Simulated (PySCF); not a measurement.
# Radial density of As⁺ (arsenic, charge +1)

UHF, [Ar] 3d10 4s2 4p1 4d1, one real determinant (an excited configuration). All numbers are calculated (PySCF 2.14, the spin-free X2C one-electron Hamiltonian (Gaussian nucleus), in aug-cc-pVQZ-DK).

```csv
r (bohr),4πr²ρ (e/bohr),4πr²(ρα − ρβ)
0.000983,0.4834,0.0000
0.00165,1.181,0.0000
0.00278,2.807,-0.0001
0.00468,6.401,-0.0001
0.00787,13.54,-0.0002
0.0132,25.17,-0.0002
0.0223,37.52,0.0008
0.0374,39.84,0.0062
0.0630,32.92,0.0213
0.106,41.88,0.0339
0.178,43.68,0.0052
0.300,24.46,0.0261
0.504,31.04,0.0778
0.848,14.12,0.0058
1.43,3.176,0.4428
2.40,1.301,0.6023
4.04,0.3277,0.2982
6.79,0.07611,0.0761
11.4,0.0001891,0.0002
```

Densities and radii are taken from the X2C orbitals without a picture-change correction, which distorts them close to the nucleus.

⟨L²⟩ = 8.03 against 12 for a pure F term, so this real determinant mixes terms. The outer electron is Rydberg-like, and this basis confines it to a smaller radius and binds it less than a complete one would.
